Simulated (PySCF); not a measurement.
Compound: C₇H₁₅N.
Geometry (PBE0-D3(BJ)/def2-SVP, Å), atoms numbered from 1 in this order:
```
atom  x, y, z in Å
C1     2.8589    0.5110   -0.8574
C2     2.7055   -0.0636    0.5408
C3     1.3326   -0.6774    0.7750
N4     0.2961    0.3180    0.6594
C5    -0.9273   -0.0213    0.7401
C6    -1.3995   -1.4378    0.9522
C7    -1.9787    1.0471    0.5974
C8    -2.7831    0.9121   -0.6922
H9     2.0646    1.2483   -1.0486
H10    3.8315    1.0085   -0.9906
H11    2.7778   -0.2767   -1.6247
H12    2.8574    0.7326    1.2889
H13    3.4770   -0.8288    0.7315
H14    1.1725   -1.5053    0.0535
H15    1.3013   -1.1493    1.7772
H16   -0.9647   -1.8534    1.8760
H17   -1.0653   -2.0905    0.1289
H18   -2.4930   -1.5070    1.0241
H19   -1.4634    2.0175    0.6290
H20   -2.6610    0.9989    1.4653
H21   -3.5439    1.7035   -0.7672
H22   -3.3072   -0.0550   -0.7529
H23   -2.1249    0.9919   -1.5709
```

Level of theory: PBE0-D3(BJ)/def2-SVP geometry optimisation, gas phase in PySCF.

Masses are those of the commonest isotopes; rigid-rotor values at the optimised geometry. The values belong to one conformer with, in the numbering `[CH3:1][CH2:2][CH2:3]/[N:4]=[C:5](\[CH3:6])[CH2:7][CH3:8]`, C1–C2–C3–N4 -62°, C2–C3–N4–C5 176°, N4–C5–C7–C8 111°.

(1) What are A, B and C (MHz)?

(2) What kind of rotor is it?

(3) What does the inertial defect say?

(4) Give the other two planar moments, Paa and Pbb, and the rms extents of the mass along the axes.

(5) List the rotational levels J(Ka,Kc) to J = 5 (MHz).

(6) Predict some low-J microwave lines.

(7) Estimate the classical rotational partition function at 25 K, 50 K and 100 K.

Results:

(1) Ia = 144.33, Ib = 513.75, Ic = 592.52 u·Å²; 505379 MHz·u·Å²/I gives A = 3502, B = 983.7, C = 852.9 MHz.

(2) A near-prolate asymmetric top: κ = (2 × 983.7 − 3502 − 852.9)/(3502 − 852.9) = -0.90.

(3) Not planar: Δ = Ic − Ia − Ib = -65.56 u·Å². For a rigid frame Δ = −2 Σ m c², so Σ m c² = 32.78 u·Å² lies off the ab plane: 14.53 from hydrogen and 18.25 from heavier atoms. The atom farthest from that plane is 1.56 Å away.

(4) Paa = Σ m a² = (Ib + Ic − Ia)/2 = 480.97 and Pbb = Σ m b² = (Ia + Ic − Ib)/2 = 111.55 u·Å². With the mass M = 113.12 u, the rms extents √(P/M) along a, b and c are 2.06, 0.99, 0.54 Å.

(5) Above 0(0,0):
J = 1: 1(0,1) 1837, 1(1,1) 4355, 1(1,0) 4485
J = 2: 2(0,2) 5505, 2(1,2) 7897, 2(1,1) 8289, 2(2,1) 15843, 2(2,0) 15848
J = 3: 3(0,3) 10995, 3(1,3) 13208, 3(1,2) 13992, 3(2,2) 21353, 3(2,1) 21378, 3(3,1) 34273, 3(3,0) 34273
J = 4: 4(0,4) 18292, 4(1,4) 20283, 4(1,3) 21590, 4(2,3) 28696, 4(2,2) 28770, 4(3,2) 41629, 4(3,1) 41630, 4(4,1) 59703, 4(4,0) 59703
J = 5: 5(0,5) 27379, 5(1,5) 29119, 5(1,4) 31077, 5(2,4) 37868, 5(2,3) 38039, 5(3,3) 50828, 5(3,2) 50831, 5(4,2) 68898, 5(4,1) 68898, 5(5,1) 92137, 5(5,0) 92137
Those of J = 1 are B + C, A + C and A + B.

(6) The dipole components are |μa| = 1.12 D, |μb| = 1.37 D, |μc| = 0.76 D. The squared components, which scale the intensities, stand as 0.67 : 1.00 : 0.31 (a : b : c). Some of the stronger lines:

```tsv
type	branch	J(Ka,Kc)	MHz	lower level (cm⁻¹)
a	Q	3(1,2) ← 3(1,3)	785	0.441
c	Q	2(1,2) ← 2(0,2)	2392	0.184
c	Q	1(1,1) ← 1(0,1)	2518	0.061
b	Q	2(1,1) ← 2(0,2)	2784	0.184
a	R	2(1,2) ← 1(1,1)	3543	0.145
a	R	2(0,2) ← 1(0,1)	3668	0.061
a	R	3(1,3) ← 2(1,2)	5311	0.263
a	R	3(2,1) ← 2(2,0)	5530	0.529
c	Q	3(2,2) ← 3(1,2)	7361	0.467
b	Q	3(2,1) ← 3(1,2)	7386	0.467
b	Q	3(2,2) ← 3(1,3)	8145	0.441
b	R	2(2,1) ← 1(1,0)	11358	0.150
c	R	2(2,1) ← 1(1,1)	11489	0.145
b	Q	3(3,1) ← 3(2,2)	12920	0.712
c	R	3(2,2) ← 2(1,2)	13456	0.263
b	R	3(3,1) ← 2(2,0)	18425	0.529
c	R	3(3,0) ← 2(2,0)	18425	0.529
```

(7) Point group C1, symmetry number σ = 1; q = (√π/σ)·√((kT/h)³/(ABC)), k/h = 20836.6 MHz/K: 12300 at 25 K, 34800 at 50 K, 98400 at 100 K.

No PBE0-D3(BJ)/def2-SVP frequencies stand behind this structure, so it isn't proved a minimum. These are rigid-rotor constants of the computed structure; measured ground-state constants (B0) also hold zero-point vibration. A rigid rotor knows nothing of internal rotation, which can split or shift real lines. Quadrupole hyperfine structure (14N) is left out.

Time: 4.0 min of wall time; peak memory 0.82 GiB. Hardware: an Intel Xeon at 2.70 GHz with one thread, no GPU, shared host with 64 logical CPUs at a one-minute load of 62. These figures are those of the optimisation.
